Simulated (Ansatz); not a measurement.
GeMe3(OSiMe3) (C₆H₁₈GeOSi), relaxed as a singlet with RKS PBE0-D4/def2-SVP in Ansatz, starting from the GFN2-xTB geometry. Force threshold 0.03 eV/Å.

Start:

```tsv
atom	x (Å)	y (Å)	z (Å)
Ge1	-0.145	1.580	-0.551
C2	-1.699	2.738	-0.115
H3	-2.618	2.284	-0.473
H4	-1.591	3.715	-0.577
H5	-1.780	2.870	0.960
C6	1.571	2.246	0.206
H7	1.784	3.246	-0.159
H8	2.392	1.593	-0.077
H9	1.516	2.277	1.290
C10	-0.013	1.129	-2.484
H11	-0.891	0.575	-2.801
H12	0.865	0.519	-2.675
H13	0.061	2.033	-3.081
O14	-0.522	0.073	0.298
Si15	-0.078	-1.451	0.638
C16	-0.018	-2.500	-0.956
C17	-1.408	-2.112	1.829
C18	1.643	-1.478	1.464
H19	0.184	-3.543	-0.736
H20	0.757	-2.150	-1.633
H21	-0.963	-2.453	-1.490
H22	-2.391	-2.093	1.370
H23	-1.194	-3.136	2.116
H24	-1.458	-1.516	2.734
H25	2.413	-1.121	0.786
H26	1.664	-0.844	2.345
H27	1.918	-2.481	1.774
```

(1) Estimate the energy that the relaxation releases and the steps that it takes.

(2) Does the start keep its bonding?

(3) Predict the relaxed structure.

Answers

(1) 0.18 eV, in 8 steps; 72 s on 4 threads of Arm Neoverse V1 on a shared host. No frequencies were taken in this run, so the end may be a saddle point.

(2) By distances, no bond broke or formed. The bond that changes most is Ge1–C2, from 1.99 to 1.94 Å (atoms count from 1).

(3) 
```xyz
27

Ge   -0.178    1.563   -0.520
C    -1.630    2.813   -0.195
H    -2.578    2.398   -0.566
H    -1.441    3.770   -0.703
H    -1.732    3.001    0.884
C     1.514    2.205    0.204
H     1.790    3.169   -0.251
H     2.322    1.486    0.005
H     1.433    2.345    1.292
C    -0.013    1.110   -2.409
H    -0.934    0.626   -2.766
H     0.828    0.420   -2.574
H     0.161    2.015   -3.011
O    -0.638    0.086    0.369
Si   -0.111   -1.461    0.662
C    -0.048   -2.441   -0.942
C    -1.338   -2.243    1.842
C     1.602   -1.430    1.439
H     0.234   -3.489   -0.755
H     0.688   -2.019   -1.646
H    -1.030   -2.440   -1.442
H    -2.348   -2.254    1.402
H    -1.057   -3.280    2.083
H    -1.389   -1.675    2.784
H     2.352   -1.013    0.748
H     1.608   -0.816    2.354
H     1.931   -2.446    1.712
```
Bond lengths: 3 × C–Si 1.87 to 1.88 Å; 3 × C–Ge 1.94 to 1.95 Å; 1 × O–Si 1.66 Å; 1 × Ge–O 1.78 Å; 18 × C–H 1.10 Å.
